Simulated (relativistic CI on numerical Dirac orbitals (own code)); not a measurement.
# Sensitivity of the levels of Rh11+ to α and to the nuclear radius

Computed by Dirac-Coulomb-Breit CI, separate exchange-only KLI orbitals for each configuration, derivatives by finite differences, unscaled Slater integrals, QED left out (own radial code, finite nucleus).

Configurations in the expansion (outside the closed core [Ar] 3d10): 4s2 4p4, 4s 4p5, 4p6, 4s2 4p3 4d, 4s 4p4 4d, 4s2 4p3 4f. Double excitations out of closed p, d and f shells are left out; levels of such configurations are missing from the list, as are those of other unlisted configurations, and high levels can miss mixing partners.

With x = (α/α₀)² − 1 an excitation energy changes as ω = ω₀ + qx; K = 2q/ω₀ is the relative enhancement. Terms are leading LS components, so labels can repeat. The field-shift factor is F = δν/δ⟨r²⟩ for the transition from the lowest level.

Lowest level 4s2 4p4 3P_2.

```csv
Level,ω₀ (cm⁻¹),q (cm⁻¹),K,F (GHz/fm²)
4s2 4p4 3P_0,25647,12510,0.976,-0.378
4s2 4p4 3P_1,34544,40670,2.35,-0.746
4s2 4p4 1D_2,53584,38710,1.44,-0.67
4s2 4p4 1S_0,111838,69640,1.25,-2.01
4s 4p5 3P°_2,302871,50720,0.335,-43.2
4s 4p5 3P°_1,323198,66030,0.409,-42.5
4s 4p5 3P°_0,341239,90990,0.533,-43.1
4s 4p5 1P°_1,390602,70350,0.36,-33.6
4s2 4p3 4d 5D°_0,419436,25150,0.12,1.04
4s2 4p3 4d 5D°_2,419776,22030,0.105,1.36
4s2 4p3 4d 5D°_3,420057,22350,0.106,1.52
4s2 4p3 4d 5D°_1,420890,28730,0.137,0.912
4s2 4p3 4d 5D°_4,424157,28610,0.135,1.51
```

At this charge energies of transitions that change n are usually good to better than 1 %, and those within a shell (Δn = 0) to a few per cent.
